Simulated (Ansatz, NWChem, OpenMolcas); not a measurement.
# Strength of the O–Ge bond: CH6GeO → GeH3 + CH3O

Species: CH6GeO `C[O][GeH3]`, singlet; GeH3 `[GeH3]`, doublet; CH3O `C[O]`, doublet. 

Shapes, held fixed at every level: PBE0-D4/def2-TZVP. Programs: Ansatz 0.2.0, NWChem 7.3.0, OpenMolcas 26.06. A level may come from different programs for different species; with the same settings they agree closely. The zero-point and thermal change to 298 K, harmonic and unscaled (PBE0-D4/def2-TZVP), is -18.2 kJ/mol.

```tsv
level	kind	ΔH(298 K) (kJ/mol)	less CCSD(T)/def2-TZVPP
HF/def2-TZVPP	Hartree–Fock	+238.4	-131.5
r2SCAN-D4/def2-TZVPP	meta-GGA	+340.3	-29.6
B3LYP/6-31G* (Cartesian functions)	global hybrid	+327.6	-42.3
BHLYP-D4/def2-TZVPP	global hybrid	+338.6	-31.3
r2SCAN0-D4/def2-TZVPP	global hybrid	+335.1	-34.8
wB97X-V/def2-TZVPP	range-separated hybrid	+366.7	-3.2
CCSD/def2-SVP	coupled cluster or CI	+343.1	-26.8
CCSD(T)/def2-TZVPP	coupled cluster or CI	+369.9	0.0
```

The highest level, CCSD(T)/def2-TZVPP, gives ΔH(298 K) = +369.9 kJ/mol; the levels span +238.4 to +369.9. The column of differences is taken from that level and isn't an error. Hartree–Fock misses the correlation of the pair that is broken and comes out low. No measured value is set beside it here. Open shells run unrestricted. Relativity is left out for Ge. Outer-core shells of Ge are correlated, in sets that cover them unevenly. CCSD(T)/def2-TZVPP lies outside the range of all other levels here, so it shouldn't be taken on trust.
